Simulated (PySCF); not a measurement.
**XPS shifts beside NMR shieldings**

Compound: C5H10OSi2.
Atom-mapped SMILES: `[CH3:1][O:2][C:3]1=[CH:4][SiH2:5][CH:6]=[CH:7][SiH2:8]1`

Binding energies: delta-SCF UKS SCAN, pcX-2 on the ionised atom, pcseg-1 elsewhere, spin-free X2C in PySCF. Shieldings: GIAO PBE/pcSseg-1, non-relativistic, same geometry.

| atom | isotropic shielding (ppm) |
| --- | --- |
| C1 | 126.5 |
| C3 | 7.9 |
| C4 | 83.5 |
| C6 | 25.9 |
| C7 | 29.2 |

What are the C 1s binding energies of these atoms?

```tsv
atom	environment	C 1s (eV)	isotropic shielding (ppm)
C4	alkene CH carbon	289.38	83.5
C6	alkene CH carbon	289.95	25.9
C7	alkene CH carbon	289.98	29.2
C3	vinylic carbon bearing oxygen	291.44	7.9
C1	methoxy carbon	292.38	126.5
```

Among the listed atoms, is the one with the highest binding energy also the least shielded?

No. The highest binding energy is at C1 (292.38 eV, shielding 126.5 ppm), the lowest shielding at C3 (7.9 ppm, 291.44 eV).

By binding energy: C4 < C6 ≈ C7 < C3 < C1. By shielding: C3 < C6 < C7 < C4 < C1.

Geometry: PBE0-D3(BJ)/def2-SVP, one conformer, isolated molecule.

Shape of the structure used: `[CH3:1][O:2][C:3]1=[CH:4][SiH2:5][CH:6]=[CH:7][SiH2:8]1`: C1–O2–C3–C4 0°.
